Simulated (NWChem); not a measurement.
Molecule: C₂H₃FO₂Si; SMILES C1([Si@@H](CO1)F)=O

```xyz
9

O      1.3323    -1.8178     0.0891
C      0.4679    -1.0115    -0.0022
O     -0.8667    -1.2772     0.2021
C     -1.5447    -0.0056     0.0699
Si     0.0779     0.8371    -0.4247
F      0.6486     1.9864     0.5639
H     -2.3424    -0.0801    -0.6844
H     -1.9843     0.2969     1.0328
H      0.2659     1.3242    -1.8163
```
Atoms are numbered in this order, from 1.

Structure relaxed at the PBE0/def2-SVP level.

Q: Give the principal values of the shielding tensors (ppm) of O1, C2, O3, C4, Si5 from B3LYP/6-31G* (spherical d), GIAO (NWChem), with their diamagnetic and paramagnetic parts as GIAO splits them.

A: 
```json
[
 {"atom": "O1", "σ11": "-392.2", "σ22": "-196.8", "σ33": "220.0", "isotropic": "-123.0", "diamagnetic": "401.5", "paramagnetic": "-524.5"},
 {"atom": "C2", "σ11": "-52.0", "σ22": "55.6", "σ33": "77.2", "isotropic": "26.9", "diamagnetic": "252.2", "paramagnetic": "-225.3"},
 {"atom": "O3", "σ11": "-224.3", "σ22": "126.7", "σ33": "239.5", "isotropic": "47.3", "diamagnetic": "396.1", "paramagnetic": "-348.8"},
 {"atom": "C4", "σ11": "113.9", "σ22": "118.9", "σ33": "175.6", "isotropic": "136.1", "diamagnetic": "249.3", "paramagnetic": "-113.1"},
 {"atom": "Si5", "σ11": "330.4", "σ22": "357.6", "σ33": "431.4", "isotropic": "373.1", "diamagnetic": "879.7", "paramagnetic": "-506.6"}
]
```
